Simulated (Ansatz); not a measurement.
C2H10N2Si (`CN([SiH3])CN`), relaxed with RKS PBE-D4/def2-SVP in the Gaussian-basis code of Ansatz from a rough embedded geometry. The force threshold is 0.03 eV/Å; the program also tests the step.

Charge 0, multiplicity 1.

Start:

```xyz
15

C     0.091   -1.441    0.054
N     0.175   -0.040   -0.142
Si    0.388    0.528   -1.731
C    -0.720    0.691    0.708
N    -0.017    0.904    1.988
H     0.969   -2.008   -0.430
H    -0.808   -1.904   -0.311
H     0.246   -1.726    1.118
H     1.504   -0.220   -2.417
H     0.671    1.989   -1.712
H    -0.888    0.277   -2.501
H    -1.652    0.057    0.921
H    -1.066    1.563    0.398
H     0.840    1.325    1.699
H     0.266    0.005    2.359
```

(1) How much energy does the relaxation release, and in how many steps? (Estimate.)

(2) Which bonds change most? (An estimate is asked.)

(3) Give the relaxed structure. (An estimate is asked.)

Results:

(1) Ansatz gave: 79.76 kJ/mol, in 8 steps, 1 of them rejected.

(2) Computed: C4–H13 from 0.988 to 1.111 Å; N2–Si3 from 1.701 to 1.750 Å; C1–H7 from 1.076 to 1.119 Å; C1–H6 from 1.151 to 1.109 Å.

(3) Computed: 
```xyz
15

C     0.175   -1.494    0.068
N     0.071   -0.077   -0.230
Si    0.307    0.505   -1.863
C    -0.675    0.711    0.760
N    -0.069    0.847    2.068
H     0.852   -1.998   -0.652
H    -0.809   -2.026    0.038
H     0.607   -1.655    1.081
H     1.537   -0.156   -2.429
H     0.486    1.997   -1.787
H    -0.823    0.230   -2.837
H    -1.696    0.283    0.911
H    -0.819    1.727    0.332
H     0.906    1.158    1.973
H    -0.051   -0.050    2.568
```
